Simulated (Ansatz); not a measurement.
Reaction (substitution at a C–Si bond): `CC[SiH2]S` + H₂Te → `CC[TeH]` + `[SiH3]S`

Program: Ansatz. Geometries: PBE0-D4/def2-TZVP. ΔE: electronic, gas phase. CCSD(T)/CBS is the MP2 limit (def2-TZVPP, def2-QZVPP) plus CCSD(T) − MP2 in def2-TZVPP, frozen cores. def2 core potentials past Kr. For Te outer-core shells are correlated without core-valence functions, which leaves a few kJ/mol of doubt a bond. One conformer a species, not always the lowest.

`CC[SiH2]S`:

Z-matrix (Å, degrees):
```
C
C 1 1.527
H 1 1.093 2 111.4
H 1 1.093 2 111.5 3 120.0
H 1 1.093 2 111.4 3 -120.0
Si 2 1.871 1 112.8 3 -60.7
H 2 1.095 1 111.0 3 60.6
H 2 1.096 1 110.5 3 178.1
S 6 2.143 2 113.0 1 178.5
H 6 1.489 2 109.5 1 -58.0
H 6 1.486 2 111.0 1 62.3
H 9 1.344 6 94.7 2 64.1
```

H₂Te:

Z-matrix (Å, degrees):
```
Te
H 1 1.656
H 1 1.656 2 90.4
```

`CC[TeH]`:

Z-matrix (Å, degrees):
```
C
C 1 1.514
H 1 1.094 2 110.3
H 1 1.093 2 111.6 3 119.5
H 1 1.093 2 111.6 3 -119.6
Te 2 2.158 1 109.9 3 -180.0
H 2 1.089 1 111.7 3 -61.2
H 2 1.089 1 111.7 3 61.3
H 6 1.658 2 94.0 1 -179.8
```

`[SiH3]S`:

Cartesian coordinates in Å:
```
Si -0.356 0.192 0.339
S 0.754 0.063 -1.483
H -1.142 -1.043 0.589
H -1.271 1.343 0.145
H 0.531 0.440 1.503
H 1.484 -0.996 -1.094
```

```json
{"species": "`CC[SiH2]S`", "CCSD(T)/CBS(def2) energy (Eh)": "-767.80899"}
{"species": "H₂Te", "CCSD(T)/CBS(def2) energy (Eh)": "-268.91024"}
{"species": "`CC[TeH]`", "CCSD(T)/CBS(def2) energy (Eh)": "-347.43450"}
{"species": "`[SiH3]S`", "CCSD(T)/CBS(def2) energy (Eh)": "-689.27336"}
```

Q: Work out ΔE.

A: ΔE = (-347.43450) + (-689.27336) − (-767.80899) − (-268.91024) = 0.01137 Eh = +29.9 kJ/mol.

Largest T1 diagnostic among the species: 0.011.

At CCSD(T), def2-SVP lies +10.3 kJ/mol from the extrapolated value and def2-TZVPP +3.7 kJ/mol. From BLYP to BHLYP (50 % exact exchange), in def2-TZVPP and without D4, ΔE moves by +5.8 kJ/mol.
